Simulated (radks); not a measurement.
Problem. All-electron atom: Bi III in [Hg] 6p1. All-electron calculation, Dirac Kohn-Sham, BLYP, spin-unpolarised, spherical densities, finite nucleus; open shells are shared between the two j in proportion to 2j + 1; Fermi nuclear charge, rms radius 5.5211 fm. Program: a radial shooting solver on a logarithmic mesh with Libxc functionals.

Spin-orbit splittings of the eigenvalues, e(l+1/2) - e(l-1/2), with zeta = 2 splitting/(2l+1) and mean radii in bohr:

| shell | occ. | splitting (eV) | zeta (eV) | <r> j=l-1/2 | <r> j=l+1/2 |
|---|---|---|---|---|---|
| 2p | 6 | 2320 | 1547 | 0.05388 | 0.06292 |
| 3p | 6 | 519.4 | 346.3 | 0.1615 | 0.1780 |
| 3d | 10 | ? | ? | 0.1545 | 0.1595 |
| 4p | 6 | 128.0 | 85.36 | 0.3777 | 0.4125 |
| 4d | 10 | 23.90 | 9.560 | 0.4161 | 0.4272 |
| 4f | 14 | 5.492 | 1.569 | 0.4381 | 0.4442 |
| 5p | 6 | 24.72 | 16.48 | 0.8849 | 0.9745 |
| 5d | 10 | 3.028 | 1.211 | 1.204 | 1.246 |
| 6p | 1 | 2.687 | 1.791 | 2.443 | 2.709 |

Estimate the 3d splitting.

Solution. 110.1 eV (zeta = 44.06 eV).
